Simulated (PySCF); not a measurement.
B(All)(H)2 (C3H7B), SMILES BCC=C. The structure is a stationary point at PBE-D3(BJ)/def2-SVP. The structure was generated by enumeration, and PubChem lists no compound with its InChIKey, so it may never have been made. The values are those of a single conformer.

Computed equilibrium geometry at PBE-D3(BJ)/def2-SVP (PySCF confirms it by a frequency run) as Cartesian coordinates in Å (one conformer of several):
```xyz
11

B      0.8377     0.2420     1.7805
C      0.1089    -0.4921     0.6188
C     -0.4953     0.3049    -0.4961
C     -0.3727     0.0249    -1.8055
H     -0.7186    -0.8716     1.2972
H      0.6107    -1.4170     0.2663
H     -1.0554     1.2085    -0.1920
H      0.1830    -0.8615    -2.1558
H     -0.8167     0.6740    -2.5758
H      1.5640    -0.3810     2.5341
H      0.5991     1.4130     2.0208
```
